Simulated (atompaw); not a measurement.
**PBEsol PAW (atompaw) dataset for Mn, scalar-relativistic all-electron reference.**

The input file (atompaw 4.2.0.5):

```
Mn 25
GGA-PBESOL scalarrelativistic loggrid 1500 logderivrange -3 5 201
4 4 3 0 0 0
4 0 1.5
4 1 0.5
3 2 5
0 0 0
c
c
c
v
c
c
v
v
2
2.55 2.25 2.45 1.95
y
0.05
n
y
3
n
y
1.05
n
modrrkj vanderbiltortho sinc
bessel
2.55
2.55
2.55
2.50
1.50
1.50
PWSCFOUT
UPFDX 0.0125d0 UPFXMIN -7.d0 UPFZMESH 25.d0
END
```

Command:

```bash
atompaw < Mn.input > Mn.log
```

Resulting log (summary file):

```
Completed calculations for Mn (AE)

 Exchange-correlation type: GGA, Perdew-Burke-Ernzerhof modified (PBEsol)

 Radial integration grid is logarithmic
 r0 =   3.3078265E-04 h =   8.2695663E-03   n =      1500 rmax =   8.0000000E+01

 Scalar relativistic calculation

 AEatom converged in  43 iterations
   nz     =  25.00
   delta  =       9.872889590448E-17

 All Electron Orbital energies:
  n  l      occupancy      energy
  1  0      2.0000000E+00 -4.7211682E+02
  2  0      2.0000000E+00 -5.4676099E+01
  3  0      2.0000000E+00 -6.3565252E+00
  4  0      1.5000000E+00 -4.1492937E-01
  2  1      6.0000000E+00 -4.6345334E+01
  3  1      6.0000000E+00 -4.0663321E+00
  4  1      5.0000000E-01 -1.2925457E-01
  3  2      5.0000000E+00 -5.5878347E-01

 Total energy
   Total                    :    -2314.18882029695851

 ---
 Completed calculations for Mn (SC)

 Exchange-correlation type: GGA, Perdew-Burke-Ernzerhof modified (PBEsol)

 Radial integration grid is logarithmic
 r0 =   3.3078265E-04 h =   8.2695663E-03   n =      1500 rmax =   8.0000000E+01

 Scalar relativistic calculation

 SCatom converged in   2 iterations
   nz     =  25.00
   delta  =       9.440874833194E-18

 Valence Electron Orbital energies:
  n  l      occupancy      energy
   4  0      1.5000000E+00 -4.1492937E-01
   4  1      5.0000000E-01 -1.2925457E-01
   3  2      5.0000000E+00 -5.5878347E-01

 Total energy
   Total                    :    -2314.18882029456427
   Valence                  :     -121.26298155147946

 PAW parameters:
       lmax =            2
         rc =    2.5644966740998760
        irc =         1084
   rc_shape =    2.2652875454899202
    rc_vloc =    2.4606091828746788
    rc_core =    1.9519445345143527
   Vloc: truncated form - Vps(r)=A.sin(qr)/r for r<rc
   Projector type: modified RKKJ projectors + Vanderbilt ortho.
   Sinc^2 compensation charge shape zeroed at   2.2653E+00

 Number of basis functions     6
 No.   n  nodes  l      Energy         Cp coeff         Occ
  1    4    3    0   -0.4149294E+00 -0.3715321E+01  0.1500000E+01
  2  999    4    0    0.5000000E-01  0.3833439E+00  0.0000000E+00
  3    4    2    1   -0.1292546E+00 -0.1518354E+03  0.5000000E+00
  4  999    3    1    0.3000000E+01 -0.4349415E-02  0.0000000E+00
  5    3    0    2   -0.5587835E+00  0.2055194E+01  0.5000000E+01
  6  999    1    2    0.1050000E+01  0.1317718E-01  0.0000000E+00

 Eigenvalues of overlap operator (in the basis of projectors):
    1        4.53382376E-04
    2        4.85574841E-04
    3        8.95977505E-02
    4        1.42032047E+00
    5        4.05128279E+00
    6        3.71667931E+01

 Orbital leakage outside PAW augmentation regions
   orb  is_core?  %out_of_sphere
   1 0    T          -0.00
   2 0    T           0.00
   3 0    T           0.03
   4 0    F          61.58
   2 1    T           0.00
   3 1    T           0.14
   4 1    F          84.89
   3 2    F           5.33

 Summary of PAW energies
   Total valence energy     :   -121.26300137611153
   Smooth energy            :     21.88939994354067
   One center               :   -143.15240131965220
   Smooth kinetic           :     18.46556223679341
   Vloc energy              :      4.75534839209056
   Smooth exch-corr         :     -4.83572051486822
   One-center xc            :    -96.64335863169956
```

The run took about 4.9 s on one core of a shared server CPU.
